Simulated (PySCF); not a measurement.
PySCF input file for C3H7FOSi, SMILES C[C@@H](F)[SiH2]C=O, TDDFT-PBE/def2-SVPD. Coordinates come from a r2SCAN-D4/def2-SVP optimisation. The structure was generated by enumeration; whether it is a known compound was not checked. Other conformers were not sampled.

```python
import numpy as np
from pyscf import gto, scf, dft, tdscf

mol = gto.M(
    atom='''
    C    -2.56796009   -0.15232746   -0.21999130
    C    -1.13948818   -0.56873713    0.05261557
    F    -0.67432858   -1.35010057   -1.02910053
    Si    0.14957355    0.83424179    0.18257526
    C     1.89772049    0.00335743    0.20215752
    O     2.83838189    0.46737386    0.80689506
    H    -2.63352119    0.47645454   -1.12148903
    H    -3.20340413   -1.03978161   -0.37103182
    H    -2.97177946    0.41840528    0.63147345
    H    -1.10028799   -1.21481856    0.95122917
    H    -0.02991367    1.67813525    1.39950724
    H     0.04863978    1.66986424   -1.05247544
    H     2.01650550   -0.94948689   -0.39521341
    ''',
    basis='def2-SVPD',
    charge=0,
    spin=0,
    max_memory=1600,
    verbose=4,
)
mf = dft.RKS(mol, xc='pbe').density_fit(auxbasis='def2-universal-jkfit')
mf.grids.level = 3
mf.conv_tol = 1e-9
mf.max_cycle = 100
mf.kernel()
mf.grids = dft.Grids(mol).set(level=1).build(with_non0tab=True)  # coarser grid for the response kernel
td = tdscf.TDDFT(mf)
td.singlet = True
td.nstates = 10
td.conv_tol = 1e-4
td.positive_eig_threshold = 1e-6
td.kernel(x0=td.get_init_guess(mf, 15))
td.analyze()
tt = tdscf.TDA(mf)
tt.singlet = False
tt.nstates = 4
tt.conv_tol = 1e-4
tt.positive_eig_threshold = 1e-6
tt.kernel(x0=tt.get_init_guess(mf, 9))
tt.analyze(verbose=3)
```

Output:

```
PySCF version 2.14.0

[INPUT] verbose = 4
[INPUT] num. atoms = 13
[INPUT] num. electrons = 56
[INPUT] charge = 0
[INPUT] spin (= nelec alpha-beta = 2S) = 0
[INPUT] symmetry False subgroup None
[INPUT] Mole.unit = angstrom
[INPUT] Symbol           X                Y                Z      unit          X                Y                Z       unit  Magmom
[INPUT]  1 C     -2.567960090000  -0.152327460000  -0.219991300000 AA   -4.852741268913  -0.287857180651  -0.415723306787 Bohr   0.0
[INPUT]  2 C     -1.139488180000  -0.568737130000   0.052615570000 AA   -2.153320582379  -1.074757412571   0.099429017188 Bohr   0.0
[INPUT]  3 F     -0.674328580000  -1.350100570000  -1.029100530000 AA   -1.274296334167  -2.551320317919  -1.944718156345 Bohr   0.0
[INPUT]  4 Si     0.149573550000   0.834241790000   0.182575260000 AA    0.282653044979   1.576488504767   0.345017238521 Bohr   0.0
[INPUT]  5 C      1.897720490000   0.003357430000   0.202157520000 AA    3.586171987075   0.006344623182   0.382022346821 Bohr   0.0
[INPUT]  6 O      2.838381890000   0.467373860000   0.806895060000 AA    5.363764409025   0.883208593181   1.524810674664 Bohr   0.0
[INPUT]  7 H     -2.633521190000   0.476454540000  -1.121489030000 AA   -4.976633792339   0.900368591406  -2.119307118404 Bohr   0.0
[INPUT]  8 H     -3.203404130000  -1.039781610000  -0.371031820000 AA   -6.053556472001  -1.964902472259  -0.701148523299 Bohr   0.0
[INPUT]  9 H     -2.971779460000   0.418405280000   0.631473450000 AA   -5.615849282008   0.790671388272   1.193311875434 Bohr   0.0
[INPUT] 10 H     -1.100287990000  -1.214818560000   0.951229170000 AA   -2.079242959248  -2.295674369439   1.797562612997 Bohr   0.0
[INPUT] 11 H     -0.029913670000   1.678135250000   1.399507240000 AA   -0.056528643681   3.171216022479   2.644685392946 Bohr   0.0
[INPUT] 12 H      0.048639780000   1.669864240000  -1.052475440000 AA    0.091915862959   3.155586078805  -1.988890334431 Bohr   0.0
[INPUT] 13 H      2.016505500000  -0.949486890000  -0.395213410000 AA    3.810643123679  -1.794270180965  -0.746845105655 Bohr   0.0

nuclear repulsion = 289.353363252016
number of shells = 80
number of NR pGTOs = 268
number of NR cGTOs = 186
basis = def2-SVPD
ecp = {}


[settings echo left out]
init E= -582.516902203328
  HOMO = -0.286671678241737  LUMO = -0.151435194761789  gap/eV = 3.67997
cycle= 1 E= -582.136643354322  delta_E= 0.38  |g|= 0.844  |ddm|= 4.46
  HOMO = -0.0681600666484141  LUMO = -0.0251636111621307  gap/eV = 1.16999
cycle= 2 E= -580.996366623341  delta_E= 1.14  |g|=  2.4  |ddm|= 3.51
  HOMO = -0.210899038685134  LUMO = -0.101613922637148  gap/eV = 2.97380
cycle= 3 E= -582.260554732009  delta_E= -1.26  |g|= 0.32  |ddm|=  3.1
  HOMO = -0.205902381030608  LUMO = -0.106424938175931  gap/eV = 2.70692
cycle= 4 E= -582.280133144706  delta_E= -0.0196  |g|= 0.161  |ddm|= 0.42
  HOMO = -0.208776331389684  LUMO = -0.108128750893927  gap/eV = 2.73876
cycle= 5 E= -582.284709008361  delta_E= -0.00458  |g|= 0.0521  |ddm|= 0.154
  HOMO = -0.207308612113426  LUMO = -0.106886555174298  gap/eV = 2.73262
cycle= 6 E= -582.285203880982  delta_E= -0.000495  |g|= 0.0152  |ddm|= 0.0527
  HOMO = -0.207283935894484  LUMO = -0.106583853940998  gap/eV = 2.74019
cycle= 7 E= -582.285255202589  delta_E= -5.13e-05  |g|= 0.00292  |ddm|= 0.0169
  HOMO = -0.207597493597242  LUMO = -0.106880381986088  gap/eV = 2.74065
cycle= 8 E= -582.285257253249  delta_E= -2.05e-06  |g|= 0.00107  |ddm|= 0.0049
  HOMO = -0.207609218281156  LUMO = -0.106858401819903  gap/eV = 2.74157
cycle= 9 E= -582.285257503139  delta_E= -2.5e-07  |g|= 0.000287  |ddm|= 0.00125
  HOMO = -0.207609557246183  LUMO = -0.106855466138768  gap/eV = 2.74166
cycle= 10 E= -582.285257525387  delta_E= -2.22e-08  |g|= 6.47e-05  |ddm|= 0.000574
  HOMO = -0.207613136484412  LUMO = -0.106858808087119  gap/eV = 2.74166
cycle= 11 E= -582.285257526558  delta_E= -1.17e-09  |g|= 1.36e-05  |ddm|= 0.000136
  HOMO = -0.207610683988099  LUMO = -0.106856446638067  gap/eV = 2.74166
cycle= 12 E= -582.285257526608  delta_E= -5.02e-11  |g|= 4.54e-06  |ddm|= 2.95e-05
  HOMO = -0.207612031439864  LUMO = -0.106857936485735  gap/eV = 2.74166
Extra cycle  E= -582.2852575266  delta_E= 7.96e-12  |g|= 7.32e-06  |ddm|= 1.76e-05
converged SCF energy = -582.2852575266
tot grids = 49736
Overwritten attributes  positive_eig_threshold  of <class 'pyscf.tdscf.rks.CasidaTDDFT'>


******** <class 'pyscf.tdscf.rks.CasidaTDDFT'> for <class 'pyscf.df.df_jk.DFRKS'> ********
nstates = 10 singlet
deg_eia_thresh = 1.000e-03
wfnsym = None
conv_tol = 0.0001
eigh lindep = 1e-12
eigh level_shift = 0
eigh max_cycle = 100


Excitation energies (eV)
[3.02130495 4.53820905 5.24079077 5.39147769 5.49353781 5.73997941
 6.04709978 6.16569705 6.2752947  6.75908375]

** Singlet excitation energies and oscillator strengths **
Excited State   1:      3.02130 eV    410.37 nm  f=0.0011
      28 -> 29       -0.70736
Excited State   2:      4.53821 eV    273.20 nm  f=0.0145
      27 -> 29        0.70258
Excited State   3:      5.24079 eV    236.58 nm  f=0.0292
      28 -> 30        0.67013
      28 -> 31       -0.19800
Excited State   4:      5.39148 eV    229.96 nm  f=0.0220
      28 -> 30       -0.18289
      28 -> 31       -0.67356
Excited State   5:      5.49354 eV    225.69 nm  f=0.0019
      25 -> 29       -0.10184
      26 -> 29       -0.69539
Excited State   6:      5.73998 eV    216.00 nm  f=0.0016
      28 -> 32       -0.70534
Excited State   7:      6.04710 eV    205.03 nm  f=0.0024
      25 -> 29        0.42776
      28 -> 33        0.55016
Excited State   8:      6.16570 eV    201.09 nm  f=0.0669
      25 -> 29       -0.49027
      28 -> 33        0.42572
      28 -> 34        0.18997
Excited State   9:      6.27529 eV    197.58 nm  f=0.0537
      25 -> 29        0.16410
      28 -> 34        0.67234
Excited State  10:      6.75908 eV    183.43 nm  f=0.0292
      28 -> 35       -0.68756

** Transition electric dipole moments (AU) **
state          X           Y           Z        Dip. S.      Osc.
  1        -0.0782     -0.0754      0.0525      0.0146      0.0011
  2         0.3287      0.0898      0.1179      0.1300      0.0145
  3         0.4526     -0.1491     -0.0077      0.2271      0.0292
  4        -0.3779      0.1506      0.0268      0.1662      0.0220
  5         0.0122     -0.1174     -0.0170      0.0142      0.0019
  6        -0.0712      0.0293     -0.0733      0.0113      0.0016
  7        -0.0228     -0.1136      0.0514      0.0161      0.0024
  8        -0.6417      0.0783     -0.1582      0.4429      0.0669
  9         0.3368     -0.4783     -0.0847      0.3494      0.0537
 10        -0.2328      0.3128      0.1555      0.1762      0.0292

** Transition velocity dipole moments (imaginary part, AU) **
state          X           Y           Z        Dip. S.      Osc.
  1        -0.0086     -0.0094      0.0073      0.0002      0.0013
  2         0.0559      0.0153      0.0204      0.0038      0.0151
  3         0.0888     -0.0326     -0.0021      0.0089      0.0310
  4        -0.0770      0.0316      0.0059      0.0070      0.0234
  5         0.0031     -0.0235     -0.0043      0.0006      0.0019
  6        -0.0180      0.0093     -0.0179      0.0007      0.0023
  7        -0.0065     -0.0266      0.0114      0.0009      0.0026
  8        -0.1476      0.0173     -0.0362      0.0234      0.0689
  9         0.0838     -0.1137     -0.0191      0.0203      0.0587
 10        -0.0610      0.0811      0.0379      0.0117      0.0315

** Transition magnetic dipole moments (imaginary part, AU) **
state          X           Y           Z
  1        -0.9195     -0.4538     -0.6057
  2        -0.0886     -0.0713     -0.0915
  3         0.1158      0.2097      0.0656
  4        -0.0862      0.0593     -0.1237
  5         0.1421      0.2076      0.0852
  6        -0.0688      0.0617     -0.4431
  7         0.1883      0.2478     -0.0790
  8         0.1254     -0.0206     -0.3559
  9        -0.0064     -0.0671      0.2085
 10         0.0180      0.0699     -0.2047
Overwritten attributes  positive_eig_threshold  of <class 'pyscf.tdscf.rks.TDA'>


******** <class 'pyscf.tdscf.rks.TDA'> for <class 'pyscf.df.df_jk.DFRKS'> ********
nstates = 4 triplet
deg_eia_thresh = 1.000e-03
wfnsym = None
conv_tol = 0.0001
eigh lindep = 1e-12
eigh level_shift = 0
eigh max_cycle = 100


Excitation energies (eV)
[2.33674501 4.38928931 4.98926056 5.24727726]

** Triplet excitation energies and oscillator strengths **
Excited State   1:      2.33675 eV    530.59 nm  f=0.0000
Excited State   2:      4.38929 eV    282.47 nm  f=0.0000
Excited State   3:      4.98926 eV    248.50 nm  f=0.0000
Excited State   4:      5.24728 eV    236.28 nm  f=0.0000
```

The run converged.

Cost: around 70 core-seconds (rough).
